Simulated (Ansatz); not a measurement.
`[SiH3]O[AsH2]` + `S[S][GeH3]` → `[GeH3][S]S[AsH2]` + `O[SiH3]` at 600 K and 1 bar (ligand exchange at the As–O bond).

Computed with Ansatz on PBE0-D4/def2-TZVP structures; ΔE is electronic, products minus reactants. CCSD(T)/CBS is the MP2 limit (def2-TZVPP, def2-QZVPP) plus CCSD(T) − MP2 in def2-TZVPP, frozen cores. For As, Ge outer-core shells are correlated without core-valence functions, which leaves a few kJ/mol of doubt a bond. Scalar relativity is left out up to krypton. One conformer a species, not always the lowest.

```csv
species,CCSD(T)/CBS energy (Eh),H − E (kJ/mol),S (J/(mol·K))
`[SiH3]O[AsH2]`,-2602.28728,168.1,410.7
`S[S][GeH3]`,-2874.07545,139.4,399.2
`[GeH3][S]S[AsH2]`,-5109.69255,177.8,491.2
`O[SiH3]`,-366.69042,135.7,307.9
```

H − E and S are ideal-gas, rigid-rotor, harmonic terms from PBE0-D4/def2-TZVP, for one conformer and one mirror image of each species. 1 Eh = 2625.50 kJ/mol, R = 8.31446 J/(mol·K).

Task: By hand: ΔE, ΔH, ΔS and ΔG.

Result: ΔE = (-5109.69255) + (-366.69042) − (-2602.28728) − (-2874.07545) = -0.02024 Eh = -53.1 kJ/mol. Δ(H − E) = 177.8 + 135.7 − 168.1 − 139.4 = 6.0, so ΔH = -47.1 kJ/mol. ΔS = 491.2 + 307.9 − 410.7 − 399.2 = -10.8 J/(mol·K). ΔG = -47.1 − 600 × (-10.8)/1000 = -40.6 kJ/mol.

Task: By hand: the equilibrium constant, and the temperature at which ΔG would vanish if ΔH and ΔS stayed fixed.

Result: log₁₀ K = −ΔG/(RT ln 10) = 3.5. ΔG = 0 at ΔH/ΔS = 4361 K, far beyond where these terms or the molecules hold.

The number of gas molecules stays the same, so ΔS is small and ΔH decides. A doubt of 5 kJ/mol in ΔE shifts log₁₀ K by 0.4 here. Other conformers and mirror images would add mixing entropy, several J/(mol·K) or more a flexible species. Modes under 60 cm⁻¹, often nearly free rotors, make the harmonic entropy too high. These are equilibria of isolated gas molecules and say nothing of rates. Largest T1 diagnostic: 0.013 (customary marks: 0.02 for closed shells, 0.045 for open ones).
